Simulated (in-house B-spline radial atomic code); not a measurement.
Rb⁺. Computed with a B-spline radial atomic code. Model: non-relativistic spherical atom: semilocal Troullier-Martins pseudo-atom, one channel per l, against all electrons, high spin, G0W0 and RPA with empty states to l = 8, local potential for every l without a channel, a model core (radius 0 = none) keeps its share of the functional.

Without relativity these are model numbers for so heavy an element.

What the tables leave out is listed at the end.

The pseudopotential gives back the lowest level of each angular momentum of its own functional in the configuration it was made in; a second state of the same l is only approximately right. Exact exchange, RPA and GW see the smooth pseudo-orbitals and miss the exchange with the core, for which the functional's share stands in. The column with an uncorrelated core keeps all orbitals and exact exchange, and so separates missing core correlation from pseudisation. Only the three outermost levels and the lowest empty one were computed. RPA here is direct RPA, with no exchange kernel, and its energies carry an (l + 1/2)⁻⁴ tail. A hybrid on a potential with a model core restores only its own semilocal share of the core's exchange.

Command:
```bash
python run_psgw.py task.json out
```
Settings (lengths in bohr, energies in hartree):
```
Z                      37
electrons              36
configuration          [Ar] 3d10 4s2 4p6
generated_in           [Ar] 3d10 4s2 4p6
functional             pbe,pbe
core_shells            5
radius_factor          0.8
core_correction        True
```

Time taken, with all properties: 27 s on 1 thread of Arm Neoverse N1, on a shared host.

Given: made with PBE; model core radius 0.245 bohr; local radius 0.968 bohr; mean-field start PBE.

Valence shells of the generating configuration: 3d, 4s, 4p.

Channel: s 1.03, p 1.137, d 0.938 (radii in bohr).

Computed: largest level miss in the spin-unpolarised generating configuration 0.001 eV; valence RPA correlation energy all-electron orbitals -1.1249 hartree; valence RPA correlation energy pseudo -1.4514 hartree; all-electron RPA polarisability, core included 8.5489 bohr³.

```tsv
level	occupied	mean-field all-electron (eV)	mean-field pseudo minus all (eV)	G0W0 all-electron (eV)	G0W0 uncorrelated core minus all (eV)	G0W0 pseudo minus all (eV)	exchange self-energy all-electron (eV)	exchange self-energy pseudo (eV)
4p	1	-21.65	0	-27.431	-0.046	-0.507	-24.641	-23.084
5s (empty)	0	-5.9248	-0.062	-3.9569	-0.004	-0.067	-1.4361	-1.3333
```

Q: What is the pseudo-atom RPA polarisability?

A: 8.4811 bohr³.

Given: mean-field start PBE0.

Computed: valence RPA correlation energy pseudo -1.4019 hartree; all-electron RPA polarisability, core included 7.7281 bohr³; pseudo-atom RPA polarisability 7.5415 bohr³.

```
     level  occupied  mean-field all-electron (eV)  mean-field pseudo minus all (eV)  G0W0 all-electron (eV)  G0W0 uncorrelated core minus all (eV)  G0W0 pseudo minus all (eV)  exchange self-energy all-electron (eV)  exchange self-energy pseudo (eV)
        4p         1                       -23.384                            -0.104                 -27.611                                 -0.043                       -0.45                                 -24.595                           -23.265
5s (empty)         0                       -5.2928                            -0.009                 -4.0155                                 -0.003                       -0.03                                 -1.2219                           -1.0875
```

Q: What is the valence RPA correlation energy all-electron orbitals?

A: -1.0785 hartree.

Among the listed levels the largest G0W0 shift of the pseudo-atom is -0.51 eV, for 4p on the PBE start, while leaving the core uncorrelated moves that level by -0.05 eV. So pseudisation and the lost core exchange, not the missing core correlation, make the error. Not in the tables (levels of low weight, unsolved or above zero; the highest and the empty levels are kept at any weight): on PBE the G0W0 levels 4s (pseudo minus all -2.25 eV, weights 0.08 and 0.36), 3d (pseudo minus all +8.00 eV, weights 0.71 and 0.66); on PBE0 the G0W0 levels 4s (pseudo minus all -0.35 eV, weights 0.38 and 0.22), 3d (pseudo minus all +10.75 eV, weights 0.79 and 0.72); no Hartree-Fock pseudo-atom is run with a model core.
